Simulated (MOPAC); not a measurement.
A run for MOPAC: PM6 on CH4OPb (SMILES C[O][PbH]), a point of a torsion scan.

```
PM6 1SCF PRECISE CHARGE=0 THREADS=1
CH4OPb

C     -0.87410989 1    -0.16614493 1     0.03564384 1
O      0.06436821 1     0.84478158 1    -0.00971103 1
Pb     2.22472622 1     0.78231439 1    -0.20545367 1
H     -0.44258793 1    -1.17671709 1    -0.04222255 1
H     -1.59167846 1    -0.03992844 1    -0.78645560 1
H     -1.43268773 1    -0.10827189 1     0.97968120 1
H      2.37262469 1     2.61389970 1    -0.14860307 1
```

It printed:

```
*******************************************************************************
 **                                                                           **
 **                              MOPAC v23.2.5                                **
 **                                                                           **
 *******************************************************************************
 ** MOPAC's Digital Object Identifier: https://doi.org/10.5281/zenodo.6511958 **
 **                                                                           **
 ** Please cite the open-source release paper for use of this MOPAC version:  **
 ** J. E. Moussa and J. J. P. Stewart (2026)                                  **
 ** MOPAC: An open-source semiempirical molecular orbital program             **
 ** J. Open Source Softw., 11(119), 8025, https://doi.org/10.21105/joss.08025 **
 *******************************************************************************

                              PM6 CALCULATION RESULTS

 *******************************************************************************
 *  PM6        - The PM6 Hamiltonian to be used
 *
 *
 *
 *                 CHARGE ON SYSTEM = 0
 *
 *
 *
 *  PRECISE    - TIGHTER CRITERIA TO BE USED
 *  1SCF       - DO 1 SCF AND THEN STOP
 *  THREADS=1  - MULTI-THREADING NOT USED
 *  T=         - A TIME OF 172800.0 SECONDS REQUESTED
 *  DUMP=N     - RESTART FILE WRITTEN EVERY 7200.0 SECONDS REQUESTED
 *******************************************************************************
PM6 1SCF PRECISE CHARGE=0 THREADS=1
 CH4OPb

   ATOM   CHEMICAL          X               Y               Z
  NUMBER   SYMBOL      (ANGSTROMS)     (ANGSTROMS)     (ANGSTROMS)

     1       C         -0.87410989  *  -0.16614493  *   0.03564384  *
     2       O          0.06436821  *   0.84478158  *  -0.00971103  *
     3      Pb          2.22472622  *   0.78231439  *  -0.20545367  *
     4       H         -0.44258793  *  -1.17671709  *  -0.04222255  *
     5       H         -1.59167846  *  -0.03992844  *  -0.78645560  *
     6       H         -1.43268773  *  -0.10827189  *   0.97968120  *
     7       H          2.37262469  *   2.61389970  *  -0.14860307  *



          CARTESIAN COORDINATES

    NO.       ATOM           X           Y           Z

     1         C         -0.8741     -0.1661      0.0356
     2         O          0.0644      0.8448     -0.0097
     3        Pb          2.2247      0.7823     -0.2055
     4         H         -0.4426     -1.1767     -0.0422
     5         H         -1.5917     -0.0399     -0.7865
     6         H         -1.4327     -0.1083      0.9797
     7         H          2.3726      2.6139     -0.1486

 General Reference for PM6:
 "Optimization of Parameters for Semiempirical Methods V: Modification of NDDO Approximations
 and Application to 70 Elements", J. J. P. Stewart, J. Mol. Mod., 13, 1173-1213 (2007)
 URL: https://link.springer.com/article/10.1007/s00894-007-0233-4

           Empirical Formula: C H4 O Pb  =     7 atoms



      MOLECULAR POINT GROUP   :   Cs


      RHF CALCULATION, NO. OF DOUBLY OCCUPIED LEVELS = 9


 -------------------------------------------------------------------------------
 PM6 1SCF PRECISE CHARGE=0 THREADS=1
 CH4OPb



     1SCF WAS SPECIFIED, SO BFGS WAS NOT USED
     SCF FIELD WAS ACHIEVED


                              PM6 CALCULATION
                                                       MOPAC v23.2.5 Linux




          FINAL HEAT OF FORMATION =          5.47278 KCAL/MOL =      22.89810 KJ/MOL


          COSMO AREA              =        109.95 SQUARE ANGSTROMS
          COSMO VOLUME            =         94.41 CUBIC ANGSTROMS

          IONIZATION POTENTIAL    =          8.834364 EV
          HOMO LUMO ENERGIES (EV) =         -8.834 -1.866
          NO. OF FILLED LEVELS    =          9
          MOLECULAR WEIGHT        =        239.2420         POINT GROUP:  Cs

          MOLECULAR DIMENSIONS (Angstroms)

            Atom       Atom       Distance
            H     7    H     5     4.81304
            H     6   Pb     3     2.09180
            H     5    H     4     1.67421


          SCF CALCULATIONS        =          1





   ATOM   CHEMICAL          X               Y               Z
  NUMBER   SYMBOL      (ANGSTROMS)     (ANGSTROMS)     (ANGSTROMS)

     1       C         -0.87410989  *  -0.16614493  *   0.03564384  *
     2       O          0.06436821  *   0.84478158  *  -0.00971103  *
     3      Pb          2.22472622  *   0.78231439  *  -0.20545367  *
     4       H         -0.44258793  *  -1.17671709  *  -0.04222255  *
     5       H         -1.59167846  *  -0.03992844  *  -0.78645560  *
     6       H         -1.43268773  *  -0.10827189  *   0.97968120  *
     7       H          2.37262469  *   2.61389970  *  -0.14860307  *

                             CARTESIAN COORDINATES

   1    C       -0.874109890    -0.166144930     0.035643840
   2    O        0.064368210     0.844781580    -0.009711030
   3   Pb        2.224726220     0.782314390    -0.205453670
   4    H       -0.442587930    -1.176717090    -0.042222550
   5    H       -1.591678460    -0.039928440    -0.786455600
   6    H       -1.432687730    -0.108271890     0.979681200
   7    H        2.372624690     2.613899700    -0.148603070


           Empirical Formula: C H4 O Pb  =     7 atoms



      MOLECULAR POINT GROUP   :   Cs


                  EIGENVALUES
 -27.85841 -23.07446 -19.02015 -14.72611 -14.68381 -14.32690 -10.17773  -9.78986
  -8.83436  -1.86612  -0.35713   1.93145   4.72797   6.11081   6.13163   6.62581


              NET ATOMIC CHARGES AND DIPOLE CONTRIBUTIONS

  ATOM NO.   TYPE          CHARGE      No. of ELECS.   s-Pop       p-Pop
    1          C          -0.075615        4.0756     1.06593     3.00969
    2          O          -0.742746        6.7427     1.72094     5.02181
    3         Pb           0.506029        3.4940     1.89431     1.59966
    4          H           0.100061        0.8999     0.89994
    5          H           0.109317        0.8907     0.89068
    6          H           0.109295        0.8907     0.89070
    7          H          -0.006341        1.0063     1.00634
 DIPOLE           X         Y         Z       TOTAL
 POINT-CHG.     3.622    -1.775    -0.392     4.053
 HYBRID        -1.619     1.927     0.219     2.527
 SUM            2.003     0.152    -0.173     2.016


          ATOMIC ORBITAL ELECTRON POPULATIONS

     Atom    s        px        py        pz
    1  C   1.06593   0.95760   0.93562   1.11647
    2  O   1.72094   1.55238   1.63109   1.83834
    3 Pb   1.89431   0.38465   1.06245   0.15256
    4  H   0.89994
    5  H   0.89068
    6  H   0.89070
    7  H   1.00634

 **********************
 *                    *
 * JOB ENDED NORMALLY *
 *                    *
 **********************




 == MOPAC DONE ==
```

The run finished.

Cost: roughly 0.020 core-seconds.
